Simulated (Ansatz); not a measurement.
Isomers of Cs4Cl4⁻ (doublet), relaxed with PBE-D4/def2-SVPD; total energies from Ansatz at PBE-QIDH/def2-TZVPD.

```json
{"isomer": "A", "description": "point group not assigned; 8 × Cl–Cs 3.30 Å", "energy (Eh)": "-1920.77726"}
{"isomer": "B", "description": "point group not assigned; 8 × Cl–Cs 3.30 Å", "energy (Eh)": "-1920.77726"}
{"isomer": "C", "description": "point group C2; 10 × Cl–Cs 3.27 to 3.40 Å; 1 × Cs–Cs 5.63 Å", "energy (Eh)": "-1920.79092"}
{"isomer": "D", "description": "point group C2v; 10 × Cl–Cs 3.26 to 3.44 Å", "energy (Eh)": "-1920.79695"}
```

In the def2 sets Cs takes a core potential; there is no spin–orbit coupling. Correlated methods freeze 20 core orbitals; core or outer-core shells of Cs are correlated, in sets that lack core-valence functions.

The isomers come from a short search, and lower ones may exist.

Question: Work out the relative energies (1 Eh = 2625.5 kJ/mol) and the Boltzmann populations at 800 K from electronic energies alone (R = 8.314 J/mol/K).

Answer: ΔE: A 51.7, B 51.7, C 15.8, D 0.0 kJ/mol. RT = 6.65 kJ/mol. Factors exp(−ΔE/RT): A 0.00042, B 0.00042, C 0.0929, D 1; sum 1.094. Populations: A 0.0 %, B 0.0 %, C 8.5 %, D 91.4 %. Zero-point energy, vibrational entropy and symmetry numbers are left out and can shift these; an error of 4 kJ/mol changes a ratio by a factor of 1.8. Over the other density-functional and correlated levels in def2 sets, the gap between D and C ranges from 8 to 20 kJ/mol.
